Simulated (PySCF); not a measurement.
# Telling isomers of C5H12OSi apart by NMR

PySCF 2.14 calculation with GIAO PBE0/pcSseg-1 shieldings and coordinates at the GFN2-xTB level; no solvent model, rapidly exchanging positions averaged, one computed conformer, non-relativistic Hamiltonian.

Scale: TMS for ¹H (σ = 31.72 ppm) and ¹³C (σ = 186.93 ppm) (reference shieldings calculated alike). Where no couplings were computed, multiplicities follow the n + 1 count of equivalent neighbours, and m marks all less simple cases (inequivalent or close neighbours, rings, F or P nearby). Shifts are as computed. Against solution values, carbons near 30 ppm lie about +3 ppm off and those near 130 ppm about +5 ppm. Of 1309 compounds with measured shifts, 239 miss one by over three times the rms of a fit or turn the order of signals round; such compounds aren't used in these exercises. OH and NH positions are gas-phase values without hydrogen bonding to other molecules.

(1) Tabulate the signals of `C[SiH2]COC1CC1`, `C[C@@H](O)[C@H]1CC[SiH2]1` and their relative energies.

(2) What is the quickest way to tell C[SiH2]COC1CC1 from C[C@@H](O)[C@H]1CC[SiH2]1?

Results:

(1) 
| SMILES | carbon types | δC | δH | E rel. (kcal/mol) |
| --- | --- | --- | --- | --- |
| C[SiH2]COC1CC1 | 1×CH 3×CH2 1×CH3 | 62.8, 59.9, 7.4, -8.6 | 4.14 (m, 2H), 3.35 (t, 2H), 3.15 (m, 1H), 0.60 (m, 2H), 0.40 (m, 2H), 0.13 (t, 3H) | 11.7 |
| C[C@@H](O)[C@H]1CC[SiH2]1 | 2×CH 2×CH2 1×CH3 | 76.2, 42.3, 26.4, 26.2, 5.8 | 4.80 (m, 1H), 4.79 (m, 1H), 3.59 (m, 1H), 2.36 (m, 1H), 1.78 (m, 1H), 1.61 (m, 1H), 1.47 (m, 1H), 1.30 (m, 1H), 1.11 (d, 3H), -0.29 (br s, 1H) | 0.0 |

Energies are electronic energies at PBE0/pcSseg-1 on these geometries, without zero-point or thermal terms, each for the one conformer computed, which needn't be the lowest.

(2) Count the carbon signals: 4 against 5. The first has an sp3 CH2 bonded to O and Si at 62.8 ppm, the second a methyl carbon (CH3) at 26.2 ppm. Their most deshielded carbons lie at 62.8 and 76.2 ppm. In the proton spectra the most deshielded non-exchanging signals are 4.14 (m, 2H) and 4.80 (m, 1H).
